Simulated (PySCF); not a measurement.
# Energy of Mo⁺ (molybdenum, charge +1) between two integer charges

The 4d alpha orbital of [Kr] 4d5 is emptied in steps (occupation f), with all orbitals relaxed, ending at [Kr] 4d4. All numbers are calculated (PySCF 2.14, a scalar-relativistic core potential, in aug-cc-pVTZ-PP with ECP28MDF (6s6p5d3f2g, 88 functions)). The exact energy is a straight line in f; departures are measured from the line between the end points of the same method.

```json
{"f": "1", "PBE0 (eV)": "0.000", "r2SCAN (eV)": "0.000", "LC-wPBE (eV)": "0.000"}
{"f": "0.9", "PBE0 (eV)": "-0.318", "r2SCAN (eV)": "-0.426", "LC-wPBE (eV)": "-0.064"}
{"f": "0.7", "PBE0 (eV)": "-0.749", "r2SCAN (eV)": "-1.000", "LC-wPBE (eV)": "-0.153"}
{"f": "0.5", "PBE0 (eV)": "-0.897", "r2SCAN (eV)": "-1.197", "LC-wPBE (eV)": "-0.185"}
{"f": "0.3", "PBE0 (eV)": "-0.758", "r2SCAN (eV)": "-1.009", "LC-wPBE (eV)": "-0.158"}
{"f": "0.1", "PBE0 (eV)": "-0.327", "r2SCAN (eV)": "-0.434", "LC-wPBE (eV)": "-0.069"}
{"f": "0", "PBE0 (eV)": "0.000", "r2SCAN (eV)": "0.000", "LC-wPBE (eV)": "0.000"}
```

```csv
method,E(f=0) − E(f=1) (eV),−ε at f=1 (eV),−ε at f=0.5 (eV)
PBE0,16.270,12.745,16.242
r2SCAN,16.260,11.539,16.233
LC-wPBE,16.083,15.384,16.065
```

Orbital energy along the path (eV):

```tsv
f	PBE0	r2SCAN	LC-wPBE
1	-12.745	-11.539	-15.384
0.9	-13.426	-12.458	-15.507
0.7	-14.817	-14.329	-15.775
0.5	-16.242	-16.233	-16.065
0.3	-17.693	-18.164	-16.372
0.1	-19.165	-20.111	-16.690
0	-19.908	-21.087	-16.852
```

Reference removal energy between the ground levels: 16.16 ± 0.12 eV (semi-empirical (NIST evaluation); NIST Atomic Spectra Database, ionization energies). The calculation has no spin-orbit coupling. The determinant left behind need not be the lowest term of the ion.
